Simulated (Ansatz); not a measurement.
`[GeH3][CH]=[Se]` + `C/N=C\F` → `C/N=[CH]\[GeH3]` + `FC=[Se]`  (formal exchange of groups at a Ge–C bond)

Calculated with Ansatz (gas phase, PBE0-D4/def2-TZVP geometries, no zero-point term in ΔE). CBS: MP2 limit from def2 TZ/QZ plus the TZ coupled-cluster correction, frozen cores. Double bonds are as drawn, so ΔE can hold a change between cis and trans. DFT in def2-TZVPP. B3LYP here is the variant with VWN-RPA as its local correlation; programs differ in this. For Ge, Se outer-core shells are correlated without core-valence functions, which leaves a few kJ/mol of doubt a bond. Scalar relativity is left out up to krypton.

Question: Is it downhill or uphill in electronic energy at CCSD(T)/CBS, and by how much? (An estimate is asked.)

Answer: The calculation gave: Uphill: ΔE = +32.9 kJ/mol.

Question: What do these levels give: PBE0-D4, B3LYP-D4, B3LYP, HF/def2-TZVPP, HF/def2-QZVPP, SCS-MP2/def2-QZVPP? (An estimate is asked.)

Answer: The calculation gave: PBE0-D4 28.3, B3LYP-D4 27.8, B3LYP 29.8, HF/def2-TZVPP 45.9, HF/def2-QZVPP 45.5, SCS-MP2/def2-QZVPP 37.2 kJ/mol.

Largest T1 diagnostic among the species: 0.016.

From PBE to PBE0 (25 % exact exchange), in def2-TZVPP and without D4, ΔE moves by +6.6 kJ/mol. In def2-TZVPP, CCSD(T) changes the Hartree–Fock value by −10.9 kJ/mol (the triples alone add −2.8 kJ/mol) and MP2 by −9.2 kJ/mol.
